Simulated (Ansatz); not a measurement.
Start from `[CH3][Sn]([F])([F])[SiH3]` and change one atom or group to get `[CH3][Sn]([CH3])([F])[F]`.

Ansatz, PBE0-D4/def2-TZVP geometries, multiplicity 1. 

Elements past krypton have def2 core potentials.

```json
{"property": "size of the dipole moment (ωB97M-V/def2-TZVPP) / D", "`[CH3][Sn]([F])([F])[SiH3]`": "4.25"}
{"property": "LUMO energy (B3LYP/def2-TZVPP) / eV", "`[CH3][Sn]([F])([F])[SiH3]`": "-1.14"}
{"property": "HOMO–LUMO gap (B3LYP/def2-TZVPP) / eV", "`[CH3][Sn]([F])([F])[SiH3]`": "6.97"}
{"property": "LUMO energy (ωB97M-V/def2-TZVPP) / eV", "`[CH3][Sn]([F])([F])[SiH3]`": "0.86"}
{"property": "HOMO–LUMO gap (PBE0/def2-TZVPP) / eV", "`[CH3][Sn]([F])([F])[SiH3]`": "7.49"}
{"property": "size of the dipole moment (PBE/def2-TZVPP) / D", "`[CH3][Sn]([F])([F])[SiH3]`": "4.01"}
```

(1) What does the change do to each property? (Best estimate.)

## Answers

(1) Ansatz gave: 
```csv
property,`[CH3][Sn]([CH3])([F])[F]`,shift
size of the dipole moment (ωB97M-V/def2-TZVPP) / D,4.29,0.04
LUMO energy (B3LYP/def2-TZVPP) / eV,-0.86,0.28
HOMO–LUMO gap (B3LYP/def2-TZVPP) / eV,7.63,0.66
LUMO energy (ωB97M-V/def2-TZVPP) / eV,1.25,0.39
HOMO–LUMO gap (PBE0/def2-TZVPP) / eV,8.23,0.74
size of the dipole moment (PBE/def2-TZVPP) / D,4.13,0.12
```

With PBE0 the HOMO falls by 0.39 eV and the LUMO rises by 0.35 eV, so the gap widens by about 0.74 eV. PBE moves the HOMO by -0.27 eV and ωB97M-V by -0.55 eV. Dipoles are sizes alone; their direction can turn.

B3LYP here is the variant with VWN-RPA as its local correlation; programs differ in this.
